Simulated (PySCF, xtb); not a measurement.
C3H7AlO2, SMILES [Al]1([O]CC[O]1)[CH3].

GFN2-xTB (xtb) at its own geometry gives an orbital gap of 4.39 eV and a dipole moment of 0.79 D.

Geometry optimised at PBE0-D3(BJ)/def2-SVP. The geometry has at least one imaginary mode, so it is a saddle point at that level. The values are those of a single conformer.

What does PySCF with PBE/def2-TZVP give? (An estimate is asked for; the answer gives what the named calculation found.)

gap 4.66 eV (levels -5.70 and -1.04 eV), dipole 0.94 D.
